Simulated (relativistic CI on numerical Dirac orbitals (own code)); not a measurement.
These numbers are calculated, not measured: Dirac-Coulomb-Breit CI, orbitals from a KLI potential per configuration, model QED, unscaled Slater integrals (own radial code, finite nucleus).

The strongest absorption lines from the ground level of an ion, among the configurations computed and to levels below about 404 eV (vacuum wavelength in Å, gf): 34.713 (0.14), 38.459 (0.41), 54.459 (0.082), 56.070 (0.64), 57.012 (0.22), 65.472 (9.1), 83.311 (0.034), 88.566 (0.0024).

Which ion is it?
A. Gd XVII
B. Nd XV
C. Sm XVII
D. Gd XIX

D. Gd XIX has 46 electrons and the ground level 4s2 4p6 4d10 1S_0; the strongest line goes to 4s2 4p6 4d9 4f 1P°_1. The pattern of lines fixes the number of electrons, and along that sequence the line energies rise steadily with the charge (about as its square where n changes within one kind of shell, about linearly where n is kept but much faster in heavy ions where fine structure, which grows about as Z⁴, sets the gap, and irregularly where shells cross), which fixes Z. Configurations outside the model, such as inner-shell arrays, can give stronger lines. At this charge energies of transitions that change n are usually good to better than 1 %, and those within a shell (Δn = 0) to a few per cent.

LS names give the leading component of a level, which can be under half, so a name can repeat, a term be missing and a line seem to break the LS rules.
